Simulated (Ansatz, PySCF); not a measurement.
silyl(silyloxy)silane (H8OSi3), SMILES [SiH3]O[SiH2][SiH3]. Atoms are numbered in the order given.

```xyz
12

Si     1.7913     1.1027     0.5810
O      1.2284    -0.3232    -0.0598
Si    -0.1038    -1.1122    -0.6813
Si    -2.0908    -0.0591     0.0215
H      2.4432     1.9176    -0.4785
H      2.7783     0.7925     1.6457
H      0.6588     1.8790     1.1621
H     -0.0312    -1.1154    -2.1701
H     -0.0720    -2.5243    -0.2126
H     -2.1467     1.3430    -0.4820
H     -3.2702    -0.8027    -0.5079
H     -2.1708    -0.0302     1.5096
```

Geometry optimised at TPSSh-D3(BJ)/def2-SVP. Other conformers were not sampled.

Two levels are set side by side: PBE-D3(BJ)/def2-SVP (Ansatz, a program for electronic structure) and TPSSh-D3(BJ)/def2-SVP (PySCF). Each level has its own optimised geometry; the coordinates shown are those of the second. Frequencies come from the Hessian of PySCF at each geometry. Differences are taken from unrounded values.

```json
[
 {"quantity": "mean bond length (Å)", "TPSSh-D3(BJ)": "1.600"},
 {"quantity": "bond Si1–O2 (Å)", "TPSSh-D3(BJ)": "1.662"},
 {"quantity": "bond O2–Si3 (Å)", "TPSSh-D3(BJ)": "1.668"},
 {"quantity": "bond Si3–Si4 (Å)", "TPSSh-D3(BJ)": "2.356"},
 {"quantity": "bond Si1–H5 (Å)", "TPSSh-D3(BJ)": "1.487"},
 {"quantity": "bond Si1–H6 (Å)", "TPSSh-D3(BJ)": "1.485"},
 {"quantity": "bond Si1–H7 (Å)", "TPSSh-D3(BJ)": "1.491"},
 {"quantity": "bond Si3–H8 (Å)", "TPSSh-D3(BJ)": "1.491"},
 {"quantity": "bond Si3–H9 (Å)", "TPSSh-D3(BJ)": "1.488"},
 {"quantity": "bond Si4–H10 (Å)", "TPSSh-D3(BJ)": "1.491"},
 {"quantity": "bond Si4–H11 (Å)", "TPSSh-D3(BJ)": "1.491"},
 {"quantity": "bond Si4–H12 (Å)", "TPSSh-D3(BJ)": "1.490"},
 {"quantity": "highest harmonic wavenumber (cm⁻¹)", "TPSSh-D3(BJ)": "2279"},
 {"quantity": "mean harmonic wavenumber (cm⁻¹)", "TPSSh-D3(BJ)": "1060"},
 {"quantity": "zero-point energy (kcal/mol)", "TPSSh-D3(BJ)": "45.47"}
]
```

Task: What does PBE-D3(BJ) give, and how far is it from TPSSh-D3(BJ)? (The exact figures need the calculation; the answer reports its results.)

Result: 
```json
[
 {"quantity": "mean bond length (Å)", "PBE-D3(BJ)": "1.615", "PBE-D3(BJ) minus TPSSh-D3(BJ)": "0.015"},
 {"quantity": "bond Si1–O2 (Å)", "PBE-D3(BJ)": "1.675", "PBE-D3(BJ) minus TPSSh-D3(BJ)": "0.013"},
 {"quantity": "bond O2–Si3 (Å)", "PBE-D3(BJ)": "1.681", "PBE-D3(BJ) minus TPSSh-D3(BJ)": "0.013"},
 {"quantity": "bond Si3–Si4 (Å)", "PBE-D3(BJ)": "2.361", "PBE-D3(BJ) minus TPSSh-D3(BJ)": "0.005"},
 {"quantity": "bond Si1–H5 (Å)", "PBE-D3(BJ)": "1.504", "PBE-D3(BJ) minus TPSSh-D3(BJ)": "0.017"},
 {"quantity": "bond Si1–H6 (Å)", "PBE-D3(BJ)": "1.500", "PBE-D3(BJ) minus TPSSh-D3(BJ)": "0.016"},
 {"quantity": "bond Si1–H7 (Å)", "PBE-D3(BJ)": "1.508", "PBE-D3(BJ) minus TPSSh-D3(BJ)": "0.017"},
 {"quantity": "bond Si3–H8 (Å)", "PBE-D3(BJ)": "1.508", "PBE-D3(BJ) minus TPSSh-D3(BJ)": "0.017"},
 {"quantity": "bond Si3–H9 (Å)", "PBE-D3(BJ)": "1.504", "PBE-D3(BJ) minus TPSSh-D3(BJ)": "0.016"},
 {"quantity": "bond Si4–H10 (Å)", "PBE-D3(BJ)": "1.506", "PBE-D3(BJ) minus TPSSh-D3(BJ)": "0.015"},
 {"quantity": "bond Si4–H11 (Å)", "PBE-D3(BJ)": "1.507", "PBE-D3(BJ) minus TPSSh-D3(BJ)": "0.016"},
 {"quantity": "bond Si4–H12 (Å)", "PBE-D3(BJ)": "1.506", "PBE-D3(BJ) minus TPSSh-D3(BJ)": "0.015"},
 {"quantity": "highest harmonic wavenumber (cm⁻¹)", "PBE-D3(BJ)": "2190", "PBE-D3(BJ) minus TPSSh-D3(BJ)": "-89"},
 {"quantity": "mean harmonic wavenumber (cm⁻¹)", "PBE-D3(BJ)": "1016", "PBE-D3(BJ) minus TPSSh-D3(BJ)": "-45"},
 {"quantity": "zero-point energy (kcal/mol)", "PBE-D3(BJ)": "43.55", "PBE-D3(BJ) minus TPSSh-D3(BJ)": "-1.92"}
]
```

GGA bonds tend to be longer and softer than those of functionals with exact exchange. Differences between two approximate levels are no errors against the true value.
